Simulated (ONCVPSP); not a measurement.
## Ru (Z = 44), ONCV: configuration errors across variants

```json
{
 "Element": "Ru",
 "Generator": "ONCVPSP 4.0.1",
 "Type": "optimised norm-conserving Vanderbilt (ONCV)",
 "Functional": "BLYP",
 "Relativity": "scalar-relativistic",
 "Frozen core": "[Kr]",
 "Valence charge": "8",
 "Reference configuration": "4d7 5s1",
 "Partial waves": "5s: rc 2.85 bohr, ncon 3, nbas 6, qcut 2.3 1/bohr, 2 projectors, debl 2.7 Ha; p scattering state at 0.42 Ha: rc 2.20 bohr, ncon 4, nbas 8, qcut 3.6 1/bohr, 2 projectors, debl 1.1 Ha; 4d: rc 1.30 bohr, ncon 5, nbas 9, qcut 7.6 1/bohr, 2 projectors, debl 1.7 Ha",
 "Local potential": "polynomial inside 0.95 bohr (lpopt 5, dvloc0 4 Ha)",
 "Core correction": "polynomial model core, fcfact 0.65"
}
```

All-electron excitation energies from the reference (eV): (1) 4d7 5s0 7.365; (2) 4d6 5s0 25.482; (3) 4d5 5s0 56.003; (4) 4d6 5s1 9.987.

1 further variants failed, have other tests or another functional or relativity, and are left out.

A true bound ghost makes a file unfit for plane-wave use even where its test errors are small: the radial tests pick states by their node count and pass the ghost by.

Errors AE − PS in meV (a dash: test not solved or not reliable):

```csv
change,(1),(2),(3),(4),bound ghosts,GHOST(+) flags above zero
base,-11,-65,-359,-35,"s, p","s, p"
s: qcut 1.9; p: qcut 2.9; d: qcut 6.1,-8.9,-84,-408,-27,s,"s, p"
s: rc 3.72,-23,-172,-599,+26,"s, p","s, p"
"all radii but the core radius scaled by about 1.28 (s 3.66, p 2.82, d 1.66 bohr); local potential polynomial inside 1.22 bohr (lpopt 5, dvloc0 4 Ha)",-21,-164,-580,+20,none,"s, p"
d: debl 5.15,-11,-65,-359,-35,"s, p","s, p"
core correction none,+6.0,+27,-39,-12,"s, p","s, p"
```

Give the same row for: core correction polynomial model core, fcfact 1.06.

-11, -65, -362, -36; bound ghosts: s, p; GHOST(+) flags above zero: s, p.
